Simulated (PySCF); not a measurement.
H$_{3}$O, charge +1, singlet, at a GFN2-xTB geometry. Base run: B3LYP/6-311G** run with PySCF.

The PySCF input:
```python
from pyscf import gto, scf, dft

mol = gto.M(
    atom='''
O     0.070940    0.002888    0.031336
H    -0.025127    0.805022   -0.529842
H     0.027376   -0.824717   -0.498515
H    -0.569771   -0.003407    0.777672
''',
    basis='6-311g**',
    charge=1,
    spin=0,
    verbose=4,
)

mf = dft.RKS(mol)
mf.xc = 'b3lyp'
mf.kernel()
```

The base run was repeated with changes; each row names its change, and settings that it needs were set with it.

```
change                                     ΔE vs base (µEh)  grid points  electrons on the grid
-----------------------------------------  ----------------  -----------  ---------------------
base                                                    0.0        43512               10.00001
grids.atom_grid = (150, 974)                            1.0       327000               10.00000
grids.level = 7                                         1.0       237240               10.00000
grids.radi_method = mura_knowles                        0.0        42216               10.00001
grids.radi_method = gauss_chebyshev                     0.1        42968               10.00001
grids.level = 4                                         1.0        75384               10.00000
grids.radi_method = delley                              0.0        47904               10.00001
grids.level = 2                                        -0.6        27328               10.00001
grids.prune = dft.gen_grid.treutler_prune               1.1        37104               10.00000
grids.level = 1                                         5.3        12600                9.99999
grids.level = 5                                         1.0       113600               10.00000
```
